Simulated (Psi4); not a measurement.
C$_{4}$H$_{8}$BN (SMILES C=CB(N)C=C), singlet, geometry from GFN2-xTB; R2SCAN/def2-SVPD (Psi4).

The Psi4 input:
```
memory 2 GB

molecule mol {
0 1
  B     0.135673    0.404100    0.138318
  C    -1.091938   -0.555223    0.310752
  C    -1.519506   -1.050113    1.465671
  H    -1.629165   -0.855820   -0.582863
  H    -2.362155   -1.721519    1.543083
  H    -1.027672   -0.820118    2.398877
  C     1.044359    0.375844   -1.136144
  C     0.980529   -0.522898   -2.111831
  H     1.803859    1.148640   -1.228059
  H     1.637924   -0.507483   -2.969047
  H     0.262067   -1.326738   -2.092357
  N     0.435054    1.316930    1.140317
  H    -0.100273    1.402036    1.987757
  H     1.211010    1.956325    1.098110
}

set basis def2-svpd
set reference rks

energy('r2scan')
print_variables()
```

Output, abridged:

```
   => Loading Basis Set <=

    Name: DEF2-SVPD
    Role: ORBITAL
    Keyword: BASIS

         ---------------------------------------------------------
                                   SCF
               by Justin Turney, Rob Parrish, Andy Simmonett
                          and Daniel G. A. Smith
                              RKS Reference
         ---------------------------------------------------------

  ==> Geometry <==

    Molecular point group: c1
    Full point group: C1

    Geometry (in Angstrom), charge = 0, multiplicity = 1:

       Center              X                  Y                   Z               Mass
    ------------   -----------------  -----------------  -----------------  -----------------
         B            0.131466000875     0.390151172273     0.138455869432    11.009305360000
         C           -1.096144999125    -0.569171827727     0.310889869432    12.000000000000
         C           -1.523712999125    -1.064061827727     1.465808869432    12.000000000000
         H           -1.633371999125    -0.869768827727    -0.582725130568     1.007825032230
         H           -2.366361999125    -1.735467827727     1.543220869432     1.007825032230
         H           -1.031878999125    -0.834066827727     2.399014869432     1.007825032230
         C            1.040152000875     0.361895172273    -1.136006130568    12.000000000000
         C            0.976322000875    -0.536846827727    -2.111693130568    12.000000000000
         H            1.799652000875     1.134691172273    -1.227921130568     1.007825032230
         H            1.633717000875    -0.521431827727    -2.968909130568     1.007825032230
         H            0.257860000875    -1.340686827727    -2.092219130568     1.007825032230
         N            0.430847000875     1.302981172273     1.140454869432    14.003074004430
         H           -0.104479999125     1.388087172273     1.987894869432     1.007825032230
         H            1.206803000875     1.942376172273     1.098247869432     1.007825032230

  Running in c1 symmetry.

  Rotational constants: A =      0.17741  B =      0.08473  C =      0.05857 [cm^-1]
  Rotational constants: A =   5318.60852  B =   2540.00561  C =   1756.00004 [MHz]
  Nuclear repulsion =  197.212452173731350

  Charge       = 0
  Multiplicity = 1
  Electrons    = 44
  Nalpha       = 22
  Nbeta        = 22

  ==> Algorithm <==

  SCF Algorithm Type is DF.
  DIIS enabled.
  MOM disabled.
  Fractional occupation disabled.
  Guess Type is SAD.
  Energy threshold   = 1.00e-06
  Density threshold  = 1.00e-06
  Integral threshold = 1.00e-12

  ==> Primary Basis <==

  Basis Set: DEF2-SVPD
    Blend: DEF2-SVPD
    Number of shells: 80
    Number of basis functions: 184
    Number of Cartesian functions: 196
    Spherical Harmonics?: true
    Max angular momentum: 2

  ==> DFT Potential <==

   => LibXC <=

    Version 7.1.2
    S. Lehtola, C. Steigemann, M. J. T. Oliveira, and M. A. L. Marques,  SoftwareX 7, 1–5 (2018) (10.1016/j.softx.2017.11.002)

   => Composite Functional: R2SCAN <=

    r2SCAN Meta-GGA XC Functional  (0.1021/acs.jpclett.0c02405)
    J. W. Furness, A. D. Kaplan, J. Ning, J. P. Perdew, J. Sun  J. Phys. Chem. Lett.  11, 8208–8215, 2020

    Deriv               =              1
    GGA                 =           TRUE
    Meta                =           TRUE

    Exchange Hybrid     =          FALSE
    MP2 Hybrid          =          FALSE

   => Exchange Functionals <=

    1.0000   XC_MGGA_X_R2SCAN

   => Correlation Functionals <=

    1.0000   XC_MGGA_C_R2SCAN

   => LibXC Density Thresholds  <==

    XC_MGGA_C_R2SCAN:  1.00E-15
    XC_MGGA_X_R2SCAN:  1.00E-11

   => Molecular Quadrature <=

    Radial Scheme          =       TREUTLER
    Pruning Scheme         =           NONE
    Nuclear Scheme         =       TREUTLER

    Blocking Scheme        =         OCTREE
    BS radius alpha        =              1
    Pruning alpha          =              1
    Radial Points          =             75
    Spherical Points       =            302
    Total Points           =         300456
    Total Blocks           =           2276
    Max Points             =            256
    Max Functions          =            182
    Weights Tolerance      =       1.00E-15

   => Loading Basis Set <=

    Name: (DEF2-SVPD AUX)
    Role: JKFIT
    Keyword: DF_BASIS_SCF

  ==> Integral Setup <==

  SCF_SUBTYPE=INCORE selected. In-core MEM_DF algorithm will be used.
  Using in-core AOs.

  ==> MemDFJK: Density-Fitted J/K Matrices <==

    J tasked:                   Yes
    K tasked:                    No
    wK tasked:                   No
    Algorithm:                 Core
    Schwarz Cutoff:           1E-12
    Mask sparsity (%):       1.9317
    Fitting Condition:        1E-10

   => Auxiliary Basis Set <=

  Basis Set: (DEF2-SVPD AUX)
    Blend: DEF2-UNIVERSAL-JKFIT
    Number of shells: 198
    Number of basis functions: 596
    Number of Cartesian functions: 698
    Spherical Harmonics?: true
    Max angular momentum: 4

  Minimum eigenvalue in the overlap matrix is 4.3178440876E-05.
  Reciprocal condition number of the overlap matrix is 4.0654700013E-06.
    Using symmetric orthogonalization.

  ==> Pre-Iterations <==

  SCF Guess: Superposition of Atomic Densities via on-the-fly atomic UHF (no occupation information).

   -------------------------
    Irrep   Nso     Nmo
   -------------------------
     A        184     184
   -------------------------
    Total     184     184
   -------------------------

  ==> Iterations <==

                           Total Energy        Delta E     RMS |[F,P]|

   @DF-RKS iter SAD:  -235.69119868885514   -2.35691e+02   0.00000e+00
   @DF-RKS iter   1:  -235.89147441040194   -2.00276e-01   5.95759e-03 DIIS/ADIIS
   @DF-RKS iter   2:  -235.28251226700593    6.08962e-01   8.08125e-03 DIIS/ADIIS
   @DF-RKS iter   3:  -236.49368466171654   -1.21117e+00   1.47377e-03 DIIS/ADIIS
   @DF-RKS iter   4:  -236.52304638928845   -2.93617e-02   9.08331e-04 DIIS/ADIIS
   @DF-RKS iter   5:  -236.53818928608436   -1.51429e-02   2.05185e-04 DIIS/ADIIS
   @DF-RKS iter   6:  -236.53883068232108   -6.41396e-04   6.84294e-05 DIIS
   @DF-RKS iter   7:  -236.53891335390162   -8.26716e-05   1.57446e-05 DIIS
   @DF-RKS iter   8:  -236.53891749371974   -4.13982e-06   4.17783e-06 DIIS
   @DF-RKS iter   9:  -236.53891776900042   -2.75281e-07   1.94286e-06 DIIS
   @DF-RKS iter  10:  -236.53891783554619   -6.65458e-08   5.73376e-07 DIIS
  Energy and wave function converged.

  ==> Post-Iterations <==

   Electrons on quadrature grid:
      Ntotal   =   43.9999497104 ; deviation = -5.029e-05

    Orbital Energies [Eh]
    ---------------------

    Doubly Occupied:

[...]
      22A     -0.240912

    Virtual:

[...]
    Final Occupation by Irrep:
              A
    DOCC [    22 ]
    NA   [    22 ]
    NB   [    22 ]

  @DF-RKS Final Energy:  -236.53891783554619

   => Energetics <=

    Nuclear Repulsion Energy =            197.2124521737313501
    One-Electron Energy =                -708.0481097423169103
    Two-Electron Energy =                 309.7586802058766011
    DFT Exchange-Correlation Energy =     -35.4619404728371990
    Empirical Dispersion Energy =           0.0000000000000000
    VV10 Nonlocal Energy =                  0.0000000000000000
    Total Energy =                       -236.5389178355461866

Computation Completed

Properties will be evaluated at   0.000000,   0.000000,   0.000000 [a0]

Properties computed using the SCF density matrix

 Multipole Moments:

 ------------------------------------------------------------------------------------
     Multipole            Electronic (a.u.)      Nuclear  (a.u.)        Total (a.u.)
 ------------------------------------------------------------------------------------

 L = 1.  Multiply by 2.5417464519 to convert [e a0] to [Debye]
 Dipole X            :          0.4925576           -0.3497996            0.1427581
 Dipole Y            :          1.5049391           -1.1598297            0.3451094
 Dipole Z            :          0.3448307            0.0114598            0.3562905
 Magnitude           :                                                    0.5161621

 ------------------------------------------------------------------------------------

  Variable Map:
  ----------------------------------------------------------------------------
[...]
  Array Variable Map:
  ----------------------------------------------------------------------------
[...]
[...]
```
